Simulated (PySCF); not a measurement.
Compound: C₅H₈Cl₂Si.
Structure used (GFN2-xTB), in Å, numbered top down from 1:
```xyz
16
C5H8Cl2Si angstrom
Cl     2.9105   -1.2904   -0.7081
C      2.1915    0.0024    0.2946
Cl     2.7903    1.5825   -0.2935
C      0.7048   -0.0470    0.2441
C     -0.0540   -0.1851    1.3303
Si    -1.8807   -0.2148    0.8876
C     -1.4725    0.2913   -0.9057
C      0.0292    0.0372   -1.0945
H      2.5815   -0.1257    1.3062
H      0.3772   -0.2733    2.3142
H     -2.4622   -1.5546    1.0160
H     -2.6810    0.7675    1.6206
H     -1.6790    1.3521   -1.0465
H     -2.0490   -0.2378   -1.6608
H      0.4955    0.8161   -1.7015
H      0.1902   -0.9115   -1.6143
```

NICS = −σ at a ghost point: NICS(0) at the centroid of the ring atoms, NICS(1) 1 Å to either side along the normal of their mean plane, zz for the tensor component along that normal. Level: GIAO PBE0/pcSseg-1 (PySCF, non-relativistic, gas phase) on the GFN2-xTB geometry, one conformer.

Ring bond lengths (Å), with Mayer bond orders in brackets: C4–C5 1.332 (1.87), C5–Si6 1.880 (0.88), Si6–C7 1.907 (0.92), C7–C8 1.535 (1.03), C8–C4 1.502 (1.00).

What do the NICS probes read (ppm)?

| ring | type | NICS(0) | NICS(1), two faces | NICS(1)zz, two faces | rms pucker (Å) | centre to ring atoms, mean (Å) |
| --- | --- | --- | --- | --- | --- | --- |
| C4–C5–Si6–C7–C8 | 5-membered ring with Si; formal bonds 1 double, 4 single | -2.8 | -2.9 / -3.6 | -1.4 / -1.9 | 0.09 | 1.38 |

What do they say, and how far can they be read as aromaticity?

- C4–C5–Si6–C7–C8: mean NICS(1)zz -1.7 ppm, near zero. Si6, C7, C8 have four or more neighbours; no verdict on aromaticity is drawn.

At the second NICS(1) probe listed for ring C4–C5–Si6–C7–C8, 1 Å off the ring, what do the in-plane components average?

The isotropic value is a third of the trace: (3 × -3.6 − (-1.9))/2 = -4.5 ppm.

How shielded are the nuclei of the rings and their hydrogens (means over atoms taken as equivalent)?

| atoms | environment | σ isotropic (ppm) |
| --- | --- | --- |
| C4 | fully substituted alkene carbon | 15.3 |
| C5 | alkene CH carbon | 56.7 |
| Si6 | SiH2 silicon | 374.3 |
| C7 | sp3 carbon bound to silicon | 179.9 |
| C8 | allylic carbon | 153.9 |
| H10 | vinylic hydrogen | 25.70 |
| H11 (×2) | Si–H hydrogen | 26.98 |
| H13 (×2) | methylene hydrogen | 30.55 |
| H15 (×2) | methylene hydrogen | 28.59 |
